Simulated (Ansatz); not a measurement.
Two structures of Si₂NH₇ClOF₃, singlet, reached by relaxing down either side of one saddle point (PBE0-D4/def2-TZVP). Energies are electronic, without zero-point energy. Computed with Ansatz 0.2.0 (basis: def2-TZVPP and def2-QZVPP); correlated methods freeze the cores. Extrapolation: Hartree–Fock as exp(−7.88 √X), correlation as X^−2.97. First:

```
15
angstrom
Si -0.2181 -0.2628 1.1629
O 0.1395 -0.3488 -0.4567
Si 0.7110 -1.6396 -1.3731
F 0.9526 0.0610 2.2078
F -1.7409 -0.0631 1.6068
Cl -0.1873 -2.3488 1.5199
H -0.8292 2.0412 0.1426
N -0.2452 1.7441 0.9238
H -0.4653 0.8096 -1.4389
F -0.8493 1.5958 -1.8099
H 1.9502 -2.1859 -0.7820
H -0.3285 -2.6728 -1.5555
H 1.0142 -1.0027 -2.6795
H 0.6901 2.1008 0.7564
H -0.5936 2.1721 1.7753
```

Second:

```
15
angstrom
Si -0.5010 0.0532 1.8714
O 0.5239 -0.1182 -1.1757
Si 0.6702 -1.6173 -1.8528
F -1.1087 0.4877 3.2605
F -1.6766 -0.5338 1.0097
Cl 0.8512 -1.4133 2.1655
H -0.8788 1.9153 -0.1422
N 0.1326 1.4742 1.1549
H -0.1970 0.4568 -1.4712
F -1.2747 1.9687 -1.0143
H 1.9202 -2.1885 -1.2995
H -0.4809 -2.4897 -1.5020
H 0.7657 -1.5276 -3.3343
H 0.9168 1.3037 0.5334
H 0.3375 2.2288 1.7967
```

Question: Which bonds change from the first to the second?

Answer: Si₂H₃ClOF₂ ([F][Si]([F])([Cl])[O][SiH3]) + NH₃ + HF → SiNH₂ClF₂ ([NH2][Si]([F])([F])[Cl]) + SiH₄O ([OH][SiH3]) + HF; bonds formed: O2–H9, H7–F10; dative contacts that become bonds: Si1–N8; bonds broken: Si1–O2, H7–N8, H9–F10.

Question: Give the saddle point's structure and its height above each. (An estimate is asked for; the value comes from the calculation.)

Answer: By the calculation: 1.006 eV above the first and 0.360 eV above the second (CCSD(T) at an estimated basis limit (MP2 extrapolated from triple and quadruple zeta, plus CCSD(T) − MP2 in triple zeta)).
```json
{"atom": "Si1", "x (Å)": "-0.3911", "y (Å)": "-0.1151", "z (Å)": "1.2430"}
{"atom": "O2", "x (Å)": "0.1256", "y (Å)": "-0.2709", "z (Å)": "-0.6178"}
{"atom": "Si3", "x (Å)": "0.5026", "y (Å)": "-1.6405", "z (Å)": "-1.5273"}
{"atom": "F4", "x (Å)": "-0.7946", "y (Å)": "0.1348", "z (Å)": "2.7934"}
{"atom": "F5", "x (Å)": "-1.8384", "y (Å)": "-0.5758", "z (Å)": "0.7719"}
{"atom": "Cl6", "x (Å)": "1.0584", "y (Å)": "-1.5248", "z (Å)": "1.6512"}
{"atom": "H7", "x (Å)": "-0.3779", "y (Å)": "1.9483", "z (Å)": "-0.1748"}
{"atom": "N8", "x (Å)": "0.0348", "y (Å)": "1.6224", "z (Å)": "0.9820"}
{"atom": "H9", "x (Å)": "-0.2255", "y (Å)": "0.5739", "z (Å)": "-1.1210"}
{"atom": "F10", "x (Å)": "-0.6232", "y (Å)": "1.8913", "z (Å)": "-1.2975"}
{"atom": "H11", "x (Å)": "1.9536", "y (Å)": "-1.9071", "z (Å)": "-1.4345"}
{"atom": "H12", "x (Å)": "-0.2884", "y (Å)": "-2.7860", "z (Å)": "-1.0336"}
{"atom": "H13", "x (Å)": "0.1282", "y (Å)": "-1.2875", "z (Å)": "-2.9163"}
{"atom": "H14", "x (Å)": "1.0417", "y (Å)": "1.7495", "z (Å)": "0.9297"}
{"atom": "H15", "x (Å)": "-0.3056", "y (Å)": "2.1878", "z (Å)": "1.7517"}
```

No T1 diagnostic of these runs exceeds 0.012.

Labels in which every atom is bracketed show which atoms are joined, not bond orders.

For scale, one of the runs: CCSD(T)/def2-TZVPP, 379 basis functions, launched by `ansatz run in.yaml --threads 4 --pin off --events-out ev --progress --plain --max-ram 66560MiB --backend cuda --devices 0, --max-vram 37GiB`. The run took 21 s on 4 CPU threads of an AMD EPYC 7R13 and a share of one NVIDIA H100 (shared host), with 0.9 GiB of host memory at its peak.
